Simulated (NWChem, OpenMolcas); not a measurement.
## How basis sets differ on BH3O3 (boric acid)

BH3O3 has 7 atoms, charge 0, and is taken as a singlet. SMILES: `OB(O)O`. Geometry: relaxed at PBE0-D4/def2-TZVP. This is a higher conformer, about 20 kJ/mol above the lowest found by a separate search.

Each level gives the HOMO–LUMO gap (eV). The values are calculated.

```tsv
level	kind	program	value (eV)	CPU time
B3LYP/6-31G	global hybrid	OpenMolcas	9.11	8.3 s
B3LYP/6-31G* (spherical functions)	global hybrid	OpenMolcas	9.41	13 s
B3LYP/6-31G* (Cartesian functions)	global hybrid	OpenMolcas	9.37	15 s
B3LYP/def2-SVPD	global hybrid	OpenMolcas	8.27	52 s
B3LYP/aug-cc-pVDZ	global hybrid	NWChem	7.98	59 s
```

The values span 7.98 to 9.41 eV. Orbital gaps aren't excitation energies. Times are those of the runs behind each value, whatever else they computed, on shared processors of several kinds: orders of magnitude only.
